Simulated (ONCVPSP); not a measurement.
# u(r) = r·R(r): atom against pseudo-atom (calcium (Ca))

Columns: radius, all-electron u(r) and pseudo u(r) of the 3p shell (level -26.61 eV) of calcium in the configuration [Ne] 3s2 3p6 3d0.5 4s1.5; PBE, scalar-relativistic, ONCV scheme, ONCVPSP 4.0.1.

```tsv
r (bohr)	all-electron	pseudo
0.118	-0.3711	0.0340
0.235	-0.4486	0.1289
0.353	-0.1961	0.2705
0.470	0.1496	0.4343
0.588	0.4643	0.5989
0.705	0.6982	0.7407
0.822	0.8488	0.8468
0.940	0.9271	0.9111
1.058	0.9478	0.9330
1.175	0.9281	0.9188
1.292	0.8821	0.8778
1.410	0.8199	0.8185
1.528	0.7498	0.7495
1.645	0.6777	0.6778
1.763	0.6062	0.6062
1.880	0.5387	0.5387
1.998	0.4754	0.4754
2.115	0.4179	0.4179
2.232	0.3660	0.3660
2.350	0.3191	0.3191
2.468	0.2774	0.2774
2.585	0.2409	0.2409
2.702	0.2089	0.2089
2.820	0.1806	0.1806
2.938	0.1560	0.1560
3.055	0.1348	0.1348
```

Question: How many radial nodes do the two functions have?

Answer: The all-electron 3p function has n − l − 1 = 1; the pseudo-wave has 0, since the states of the same l below it are removed with the core.

Question: At about which radius was the pseudo-wave matched?

Answer: 1.85 bohr. The columns agree to 0.0005 from 1.53 bohr on; several derivatives are matched, so the curves merge somewhat inside the radius.

Question: Is the pseudo-wave norm-conserving?

Answer: Yes: the ONCV scheme keeps the norm inside the radius equal to the all-electron one, which fixes the energy derivative of the logarithmic derivative at the level.
